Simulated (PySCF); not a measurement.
Circular dichroism: `F[C@H](Br)[C@@H]1C[C@@H]1F`, C4H5BrF2

Geometry:
```
atom   x (Å)   y (Å)   z (Å)
  F1   2.352  -0.313  -0.306
  C2   1.323   0.337   0.293
 Br3   1.860   0.685   2.155
  C4   0.071  -0.485   0.256
  C5  -0.742  -0.495  -1.017
  C6  -1.252   0.219   0.188
  F7  -1.242   1.579   0.163
  H8   1.213   1.312  -0.192
  H9   0.128  -1.399   0.834
 H10  -1.218  -1.414  -1.317
 H11  -0.389   0.113  -1.836
 H12  -2.103  -0.139   0.754
```

Level of theory: TDDFT BHandHLYP/def2-SVPD circular dichroism and optical rotation, one conformer, gas phase in PySCF 2.14.0. Geometry: GFN2-xTB.

The molecule is flexible and this is one conformer; a measurement averages over conformers. The calculation is non-relativistic, which matters for the atoms heavier than Zn. States above about 9.4 eV (minus the energy of the highest occupied orbital) lie near or above the ionisation threshold and depend on the basis.

(1) Assign R or S to each stereocentre.

(2) List the lowest 16 singlet excitations with oscillator and rotatory strengths.

## Answers

(1) C2 R, C4 R, C6 S.

(2) Rotatory strengths R in 10⁻⁴⁰ esu² cm², velocity form and length form (origin at the centre of mass); f in length form.
```csv
state,E (eV),λ (nm),f,R (velocity),R (length),main
1,6.28,197,0.001,+2.0,+2.7,HOMO→LUMO 0.84
2,6.42,193,0.002,-2.1,-3.6,HOMO−1→LUMO 0.84
3,8.20,151,0.010,+1.4,+1.5,"HOMO−2→LUMO 0.44, HOMO−3→LUMO 0.25"
4,8.24,150,0.077,+2.7,+1.6,"HOMO→LUMO+1 0.47, HOMO−2→LUMO 0.18"
5,8.36,148,0.233,+8.3,+7.9,"HOMO−3→LUMO 0.30, HOMO→LUMO+3 0.19"
6,8.42,147,0.105,+30.6,+31.3,"HOMO−1→LUMO+1 0.43, HOMO−1→LUMO+3 0.28"
7,8.69,143,0.026,-7.6,-7.9,"HOMO→LUMO+2 0.55, HOMO→LUMO+1 0.14"
8,8.76,142,0.027,+7.5,+7.3,"HOMO−1→LUMO+2 0.48, HOMO−1→LUMO+1 0.14"
9,8.90,139,0.033,-23.3,-24.0,"HOMO−2→LUMO+1 0.46, HOMO−2→LUMO 0.10"
10,8.99,138,0.012,-1.1,-0.1,"HOMO→LUMO+3 0.27, HOMO−3→LUMO+1 0.21"
11,9.09,136,0.013,+1.2,+0.9,"HOMO→LUMO+4 0.53, HOMO→LUMO+3 0.15"
12,9.26,134,0.005,-10.3,-10.9,"HOMO→LUMO+4 0.16, HOMO−3→LUMO+1 0.10"
13,9.27,134,0.067,+19.5,+19.6,"HOMO−1→LUMO+3 0.24, HOMO−1→LUMO+4 0.12"
14,9.34,133,0.048,+6.8,+4.7,"HOMO−2→LUMO+2 0.20, HOMO−2→LUMO+3 0.17"
15,9.38,132,0.019,+4.0,+3.8,"HOMO−1→LUMO+4 0.27, HOMO−3→LUMO+2 0.10"
16,9.49,131,0.018,+13.2,+14.2,"HOMO−2→LUMO+2 0.22, HOMO−2→LUMO+3 0.13"
```

Among the states computed, the strongest CD band (largest |R|) is state 6. The largest dissymmetry factor in size, g = 4R/(D+G), with D and G the electric and magnetic dipole strengths, is -0.026 for state 12 (velocity form, f = 0.006), among bands with |R| over 0.5. The mirror image has the same energies and oscillator strengths and all R with the opposite sign.
